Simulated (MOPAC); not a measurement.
Input file for MOPAC: PM6 on CH3ITe (SMILES C[Te]I), a point of a torsion scan.

```
PM6 1SCF PRECISE CHARGE=0 THREADS=1
CH3ITe

C     -0.74158192 1    -0.03136552 1    -0.02901540 1
Te     0.92682025 1     1.34380846 1     0.00055532 1
I      2.43073906 1     0.00616480 1    -1.76822473 1
H     -0.89742145 1    -0.42845065 1     0.96554939 1
H     -1.63292237 1     0.49327483 1    -0.34738774 1
H     -0.54172316 1    -0.84497651 1    -0.71233187 1
```

Program output:

```
*******************************************************************************
 **                                                                           **
 **                              MOPAC v23.2.5                                **
 **                                                                           **
 *******************************************************************************
 ** MOPAC's Digital Object Identifier: https://doi.org/10.5281/zenodo.6511958 **
 **                                                                           **
 ** Please cite the open-source release paper for use of this MOPAC version:  **
 ** J. E. Moussa and J. J. P. Stewart (2026)                                  **
 ** MOPAC: An open-source semiempirical molecular orbital program             **
 ** J. Open Source Softw., 11(119), 8025, https://doi.org/10.21105/joss.08025 **
 *******************************************************************************

                              PM6 CALCULATION RESULTS

 *******************************************************************************
 *  PM6        - The PM6 Hamiltonian to be used
 *
 *
 *
 *                 CHARGE ON SYSTEM = 0
 *
 *
 *
 *  PRECISE    - TIGHTER CRITERIA TO BE USED
 *  1SCF       - DO 1 SCF AND THEN STOP
 *  THREADS=1  - MULTI-THREADING NOT USED
 *  T=         - A TIME OF 172800.0 SECONDS REQUESTED
 *  DUMP=N     - RESTART FILE WRITTEN EVERY 7200.0 SECONDS REQUESTED
 *******************************************************************************
PM6 1SCF PRECISE CHARGE=0 THREADS=1
 CH3ITe

   ATOM   CHEMICAL          X               Y               Z
  NUMBER   SYMBOL      (ANGSTROMS)     (ANGSTROMS)     (ANGSTROMS)

     1       C         -0.74158192  *  -0.03136552  *  -0.02901540  *
     2      Te          0.92682025  *   1.34380846  *   0.00055532  *
     3       I          2.43073906  *   0.00616480  *  -1.76822473  *
     4       H         -0.89742145  *  -0.42845065  *   0.96554939  *
     5       H         -1.63292237  *   0.49327483  *  -0.34738774  *
     6       H         -0.54172316  *  -0.84497651  *  -0.71233187  *



          CARTESIAN COORDINATES

    NO.       ATOM           X           Y           Z

     1         C         -0.7416     -0.0314     -0.0290
     2        Te          0.9268      1.3438      0.0006
     3         I          2.4307      0.0062     -1.7682
     4         H         -0.8974     -0.4285      0.9655
     5         H         -1.6329      0.4933     -0.3474
     6         H         -0.5417     -0.8450     -0.7123

 General Reference for PM6:
 "Optimization of Parameters for Semiempirical Methods V: Modification of NDDO Approximations
 and Application to 70 Elements", J. J. P. Stewart, J. Mol. Mod., 13, 1173-1213 (2007)
 URL: https://link.springer.com/article/10.1007/s00894-007-0233-4

           Empirical Formula: C H3 Te I  =     6 atoms



      MOLECULAR POINT GROUP   :   Cs


      RHF CALCULATION, NO. OF DOUBLY OCCUPIED LEVELS = 10


 -------------------------------------------------------------------------------
 PM6 1SCF PRECISE CHARGE=0 THREADS=1
 CH3ITe



     1SCF WAS SPECIFIED, SO BFGS WAS NOT USED
     SCF FIELD WAS ACHIEVED


                              PM6 CALCULATION
                                                       MOPAC v23.2.5 Linux




          FINAL HEAT OF FORMATION =         12.77643 KCAL/MOL =      53.45657 KJ/MOL


          COSMO AREA              =        128.60 SQUARE ANGSTROMS
          COSMO VOLUME            =        122.04 CUBIC ANGSTROMS

          IONIZATION POTENTIAL    =          8.264696 EV
          HOMO LUMO ENERGIES (EV) =         -8.265 -1.841
          NO. OF FILLED LEVELS    =         10
          MOLECULAR WEIGHT        =        269.5392         POINT GROUP:  Cs

          MOLECULAR DIMENSIONS (Angstroms)

            Atom       Atom       Distance
            H     5    I     3     4.33237
            H     6   Te     2     2.57876
            H     5    H     4     1.72236


          SCF CALCULATIONS        =          1





   ATOM   CHEMICAL          X               Y               Z
  NUMBER   SYMBOL      (ANGSTROMS)     (ANGSTROMS)     (ANGSTROMS)

     1       C         -0.74158192  *  -0.03136552  *  -0.02901540  *
     2      Te          0.92682025  *   1.34380846  *   0.00055532  *
     3       I          2.43073906  *   0.00616480  *  -1.76822473  *
     4       H         -0.89742145  *  -0.42845065  *   0.96554939  *
     5       H         -1.63292237  *   0.49327483  *  -0.34738774  *
     6       H         -0.54172316  *  -0.84497651  *  -0.71233187  *

                             CARTESIAN COORDINATES

   1    C       -0.741581920    -0.031365520    -0.029015400
   2   Te        0.926820250     1.343808460     0.000555320
   3    I        2.430739060     0.006164800    -1.768224730
   4    H       -0.897421450    -0.428450650     0.965549390
   5    H       -1.632922370     0.493274830    -0.347387740
   6    H       -0.541723160    -0.844976510    -0.712331870


           Empirical Formula: C H3 Te I  =     6 atoms



      MOLECULAR POINT GROUP   :   Cs


                  EIGENVALUES
 -72.29608 -25.04784 -20.83723 -15.00021 -14.98985 -12.39024 -11.27773 -10.90522
  -9.94602  -8.26470  -1.84090   0.42157   5.15118   5.17686   6.24458 109.42617
 109.49153 109.86654 110.18206 110.18942


              NET ATOMIC CHARGES AND DIPOLE CONTRIBUTIONS

  ATOM NO.   TYPE          CHARGE      No. of ELECS.   s-Pop       p-Pop       d-Pop
    1          C          -0.649424        4.6494     1.05892     3.59050
    2         Te           0.108422        5.8916     1.93874     3.95284
    3          I          -0.079867        7.0799     1.95713     5.11345     0.00929
    4          H           0.205667        0.7943     0.79433
    5          H           0.205651        0.7943     0.79435
    6          H           0.209550        0.7904     0.79045
 DIPOLE           X         Y         Z       TOTAL
 POINT-CHG.    -1.181     0.009     0.663     1.355
 HYBRID         0.112    -0.818    -0.632     1.039
 SUM           -1.070    -0.809     0.031     1.341


          ATOMIC ORBITAL ELECTRON POPULATIONS

     Atom    s        px        py        pz      x^2-y^2     xz        z^2       yz        xy
    1  C   1.05892   1.16702   1.18609   1.23739
    2 Te   1.93874   1.00530   1.39892   1.54862
    3  I   1.95713   1.72446   1.76614   1.62285   0.00035   0.00335   0.00071   0.00282   0.00206
    4  H   0.79433
    5  H   0.79435
    6  H   0.79045

 **********************
 *                    *
 * JOB ENDED NORMALLY *
 *                    *
 **********************




 == MOPAC DONE ==
```

The run finished.

Cost: about 0.020 core-seconds (a rough figure).
